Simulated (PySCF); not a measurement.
**Ionisation energy of Pb by level of theory**

Pb [Xe] 4f14 5d10 6s2 6p2 (3P) → Pb⁺ [Xe] 4f14 5d10 6s2 6p1 (2P), as a difference of total energies. All numbers are calculated (PySCF 2.14, scalar relativity through the core potential, in aug-cc-pVTZ-PP with one added diffuse shell each of d, f type with ECP60MDF (6s5p5d3f, 67 functions)). Correlated levels: valence: 5s2 5p6 5d10 frozen. The calculations carry no spin-orbit coupling.

```tsv
method	ionisation energy (eV)
UHF	6.567
MP2 (valence)	6.832
SCS-MP2 (valence)	6.769
CCSD (valence)	6.868
CCSD(T) (valence)	6.886
```

Q: How much does correlation contribute at CCSD(T) (valence)?

A: 6.886 − (6.567) = 0.319 eV, measured against UHF.

Spin-orbit coupling is strong in these open shells (close to jj coupling). The scalar numbers leave it out and a first-order estimate fails, so it can dominate the gap to the real levels.

Errors of the correlated levels include the incompleteness of this basis and the frozen core.

For comparison: 7.417 eV (measured; NIST Atomic Spectra Database, ionization energies).
